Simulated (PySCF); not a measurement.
An unknown is described by computed data only.

Formula: C6H9F3O.

| Quantity | Value |
| --- | --- |
| NMR, other nuclei | isotropic shieldings of nuclei other than C and H, by class: 203 (1 O), 263 (1 F), 265 (1 F), 374 (1 F) ppm [GIAO PBE0/pcSseg-1] |
| Dipole | 2.70 D [PBE0/pcSseg-1] |
| 1H NMR | chemical shifts (computed TMS as zero) by class: 6.50 (1 H), 5.46 (1 H), 4.38 (1 H), 2.48 (1 H), 2.13 (1 H), 1.82 (1 H), 1.82 (1 H), 1.79 (1 H), 1.78 (1 H) ppm [GIAO PBE0/pcSseg-1] |
| 13C NMR | chemical shifts (computed TMS as zero) by class: 126.7 (1 C), 101.6 (1 C), 92.6 (1 C), 37.0 (1 C), 36.9 (1 C), 26.5 (1 C) ppm [GIAO PBE0/pcSseg-1] |
| Rotational structure | rotational constants A, B, C: 2.414, 0.808, 0.678 GHz [GFN2-xTB] |

Electronic properties: PySCF, gas phase, density fitting. Levels stand in brackets. The structure is a single GFN2-xTB conformer in the gas phase; no vibrational or solvent corrections. NMR values are class means; diastereotopic atoms form classes of their own.

Task: What is the compound? Reason from the data.

Result: Numbering: `[F:1][CH:2]([F:3])[O:4][C@@H:5]1[CH2:6][CH2:7][CH2:8][C@H:9]1[F:10]`. Its formula, C6H9F3O, gives 1 degree of unsaturation: 1 ring and 0 π bonds in the structure found. 6 carbons fall into 6 classes; from least to most shielded: CHF2 carbon [C2] (126.7 ppm), sp3 C–F carbon [C9] (101.6 ppm), ring sp3 carbon bound to oxygen [C5] (92.6 ppm), ring CH2 carbon [C8] (37.0 ppm), ring CH2 carbon [C6] (36.9 ppm), ring CH2 carbon [C7] (26.5 ppm). Hydrogen classes from least to most shielded: 1 H on a CHF2 carbon, C2 (6.50 ppm), 1 H on an sp3 C–F carbon, C9 (5.46 ppm), 1 H on an sp3 carbon bound to oxygen, C5 (4.38 ppm), 1 H on a ring CH2 carbon, C6 (2.48 ppm), 1 H on a ring CH2 carbon, C8 (2.13 ppm), 1 H on a ring CH2 carbon, C7 (1.82 ppm), 1 H on a ring CH2 carbon, C8 (1.82 ppm), 1 H on a ring CH2 carbon, C7 (1.79 ppm), 1 H on a ring CH2 carbon, C6 (1.78 ppm). The other shieldings belong to: 203 ppm, ether oxygen [O4]; 263 ppm, fluorine of a CF2 group [F1]; 265 ppm, fluorine of a CF2 group [F3]; 374 ppm, alkyl fluorine [F10]. The optimised geometry has point group C1 and is an asymmetric top. Structure: `FC(F)O[C@@H]1CCC[C@H]1F`. Computed isomers that give other values at the same levels: `C=C[C@](C)(OCF)C(F)F` (13C chemical shifts (computed TMS as zero) by class: 145.4 (1 C), 128.7 (1 C), 124.6 (1 C), 104.0 (1 C), 85.0 (1 C), 28.4 (1 C) ppm); `C/C=C\[C@H](OCF)C(F)F` (13C chemical shifts (computed TMS as zero) by class: 135.6 (1 C), 134.7 (1 C), 125.6 (1 C), 106.0 (1 C), 75.2 (1 C), 17.5 (1 C) ppm); `C=C(C)[C@H](OCF)C(F)F` (13C chemical shifts (computed TMS as zero) by class: 146.8 (1 C), 128.7 (1 C), 121.7 (1 C), 102.0 (1 C), 85.3 (1 C), 18.3 (1 C) ppm). The assignments are read from this structure; whether some other isomer fits the data as well wasn't checked. The mirror image fits equally.
